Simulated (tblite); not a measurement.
C2H9NO2Si3.
Cartesian coordinates in Å at the GFN2-xTB level; atoms count from 1:
```
atom  x, y, z in Å
O1    -1.8789    0.7842    1.5296
Si2   -2.5925   -0.3970    0.6808
O3    -1.7082   -0.7025   -0.6637
Si4   -0.2354   -0.3439   -1.2308
C5     1.1407   -1.4375   -0.5608
C6     2.1077   -0.8113    0.1079
Si7    1.9183    1.0541    0.2538
N8     0.3583    1.1273   -0.5013
H9    -1.0213    1.0765    1.2083
H10   -3.8763    0.0694    0.1758
H11   -2.6166   -1.6300    1.4573
H12   -0.4196   -0.2668   -2.6747
H13    1.1586   -2.5101   -0.7063
H14    2.9429   -1.3519    0.5351
H15    2.9419    1.7892   -0.4989
H16    1.8178    1.5499    1.6332
H17   -0.0445    2.0123   -0.7553
```

Level: GFN2-xTB in tblite, geometry and Hessian alike; calculated harmonic values, unscaled, isolated species. This tight-binding method is rough: wavenumbers can miss measured ones by several per cent, in bad cases by 10 to 20. Modes of hydrogen on silicon can be 10 to 20 % off. One conformer, not necessarily the lowest.

Harmonic wavenumbers (cm⁻¹): 41.3, 49.5, 67.8, 96.5, 163.0, 211.4, 287.6, 294.9, 348.4, 376.2, 455.9, 469.2, 482.7, 540.4, 559.2, 584.5, 594.5, 601.9, 628.7, 671.0, 708.4, 726.3, 767.9, 770.5, 798.1, 800.5, 817.7, 871.9, 899.5, 918.6, 946.3, 1029.6, 1113.8, 1124.9, 1302.3, 1610.9, 2191.3, 2215.6, 2286.0, 2299.4, 2316.5, 3019.2, 3038.1, 3498.2, 3503.1.

A = 2141, B = 857.3, C = 736.7 MHz; mass 162.994 u (most abundant isotopes); point group C1, symmetry number 1.

Question: What is the zero-point energy?

Answer: Half the sum of the wavenumbers: 23550 cm⁻¹ = 67.33 kcal/mol.

Question: Give the ideal-gas entropy at 273.15 K and 1 bar in the rigid-rotor, harmonic-oscillator model (classical rotation).

Answer: Translation 40.77, rotation 29.59, vibration 32.21: S = 102.6 cal/(mol K).

Question: And Cp and H(273.15 K) − H(0)?

Answer: Cp = 42.32 cal/(mol K), of which vibrations give 34.37 (their classical limit is 45 R = 89.4); H(273.15 K) − H(0) = 6.77 kcal/mol without the zero-point energy, 4.60 from vibrations.

Question: Blend soft modes into free rotors: weight 1/[1 + (100 cm⁻¹/ν̃)⁴] for the oscillator and the rest for a rotor with moment μB/(μ + B), μ = h/(8π²ν), B = 10⁻⁴⁴ kg m². What vibrational entropy results?

Answer: 28.74 cal/(mol K) in place of 32.21, which changes −T·S at 273.15 K by +0.95 kcal/mol.

Question: How do the functions run with temperature in this model?

Answer: 
```
 T (K)  S (cal/(mol K))  Cp (cal/(mol K))  H − H(0) (kcal/mol)  G − H(0) (kcal/mol)  ln q(vib)
    50             61.7              14.6                 0.55                -2.53       0.87
   100             73.4              19.8                 1.41                -5.93       2.43
298.15            106.4              45.2                 7.87               -23.86       8.51
373.15            117.4              52.7                11.55               -32.25      10.84
   500            134.2              61.8                18.85               -48.23      14.72
   750            161.5              72.9                35.81               -85.33      21.81
  1000            183.5              79.7                54.94              -128.55      28.09
```

q(vib) and H(0) count from the zero-point level.

Question: Which modes carry the vibrational entropy at 273.15 K?

Answer: 41.3 cm⁻¹: 5.02; 49.5 cm⁻¹: 4.66; 67.8 cm⁻¹: 4.04; 96.5 cm⁻¹: 3.35; 163.0 cm⁻¹: 2.35; 211.4 cm⁻¹: 1.87 cal/(mol K); the other 39 give 10.90 together.

Question: What must be added to the electronic energy to get the Gibbs energy at 273.15 K and 1 bar?

Answer: ZPE + [H(273.15 K) − H(0)] − T·S = 67.33 + 6.77 − 28.02 = 46.08 kcal/mol.

Hindered rotation and anharmonicity are outside this model. Other conformers, if any are populated, would add a mixing term that is left out. The structure is chiral; the term R ln 2 for an equal mix with its mirror image is left out.
